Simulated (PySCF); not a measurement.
**Stretching SnO**

Set-up: Sn def2-TZVPPD with ECP28, O def2-TZVPPD; scalar-relativistic core potentials (PySCF 2.14). Energies in eV from Sn + O in their ground configurations at the same level. State: ¹Σ⁺ (singlet), closed shell.

Curves on a restricted Hartree–Fock reference rise too fast on stretching and do not dissociate correctly.

```csv
R (Å),RHF-CCSD,RHF
1.569,,-0.080
1.642,-4.205,-1.120
1.715,-4.804,-1.632
1.769,-5.010,-1.765
1.824,-5.061,-1.740
1.879,-4.996,-1.594
1.952,-4.776,-1.264
2.043,-4.359,-0.710
2.152,-3.744,0.065
2.298,,1.131
```

Put a parabola through the three lowest points of the RHF-CCSD curve and estimate Re, k and ωe (reduced mass 14.11 u; 1 eV/Å² = 0.16022 mdyn/Å; ωe = 1302.8·√(k/μ) cm⁻¹).

Through R = 1.769, 1.824, 1.879 Å the second-order coefficient is 19.2 eV/Å², so Re ≈ 1.821 Å, k ≈ 6.14 mdyn/Å and ωe ≈ 860 cm⁻¹. A polynomial fit of higher order to the unrounded RHF-CCSD energies gives Re = 1.818 Å, k = 6.42 mdyn/Å, ωe = 879 cm⁻¹; anharmonicity and rounding make the difference.

The higher-order fit for each curve: RHF-CCSD: Re = 1.818 Å, ωe = 879 cm⁻¹, De = 5.06 eV; RHF: Re = 1.786 Å, ωe = 967 cm⁻¹, De = 1.77 eV.

Correlated steps freeze 5 core orbitals. These are scalar-relativistic numbers at best; spin–orbit coupling would shift them, the dissociation energy most. Where the molecule has an RHF reference, its open-shell atoms are computed with UHF. The CCSD T1 diagnostic is raised, a sign that a single reference may not be enough here.
